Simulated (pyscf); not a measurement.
`[SiH3][As]([SiH3])[AsH2]`, singlet

Gas-phase minimum from PySCF at ωB97X-D3(BJ)/def2-SVP, one conformer. 

```xyz
12

Si    -1.8112     0.9579    -1.8887
As    -1.3129     0.0176     0.2024
Si     0.3027    -1.3884    -0.7449
As     0.3573     1.7189     0.6591
H     -0.5845     1.1141    -2.7244
H     -2.7810     0.0775    -2.6028
H     -2.4278     2.2985    -1.6730
H      0.9218    -2.2124     0.3325
H     -0.3439    -2.2828    -1.7484
H      1.3706    -0.5879    -1.4143
H     -0.3368     2.2271     1.9124
H      1.2431     0.7738     1.4563
```

Bonds (Å): Si1–As2 2.346, Si1–H5 1.493, Si1–H6 1.492, Si1–H7 1.491, As2–Si3 2.342, As2–As4 2.427, Si3–H8 1.491, Si3–H9 1.492, Si3–H10 1.493, As4–H11 1.520, As4–H12 1.521. Angles (°): As2–Si1–H5 111.5, As2–Si1–H6 109.2, As2–Si1–H7 108.6, H5–Si1–H6 109.1, H5–Si1–H7 109.1, H6–Si1–H7 109.3, Si1–As2–Si3 91.5, Si1–As2–As4 91.9, Si3–As2–As4 91.3, As2–Si3–H8 109.0, As2–Si3–H9 109.5, As2–Si3–H10 110.7, H8–Si3–H9 109.6, H8–Si3–H10 108.9 (the first ones only).

Properties at ωB97X-D3(BJ)/def2-SVP:

```yaml
harmonic_wavenumbers_unscaled: 77, 90, 99, 105, 127, 154, 283, 382, 392, 537, 567, 571, 615, 697, 709, 892, 928, 945, 953, 954, 961, 1018, 2239, 2246, 2252, 2254, 2256, 2260, 2262, 2267 cm⁻¹
zero_point_energy: 43.0 kcal/mol
rotational_symmetry_number: 1
Entropy of this conformer at 298 K and 1 atm, rigid rotor and harmonic oscillator, modes under 100 cm⁻¹ raised to 100: 408.9 J/(mol K)
dipole_moment: 0.31 D
```

Single-point totals, which compare only within one level:

```csv
level,total energy (hartree)
ωB97X-D3(BJ)/def2-TZVP,-5055.54823
PBE/def2-TZVP,-5054.59443
r²SCAN/def2-TZVP,-5055.51049
B3LYP-D3(BJ)/def2-TZVP,-5055.74355
PBE0-D3(BJ)/def2-TZVP,-5054.80466
M06-2X/def2-TZVP,-5055.54653
ωB97M-D3(BJ)/def2-TZVP,-5055.69448
```

Soft torsions are taken as harmonic, which can shift the entropy by several J/(mol K). Elements up to Kr have no core potential and no relativistic terms here.
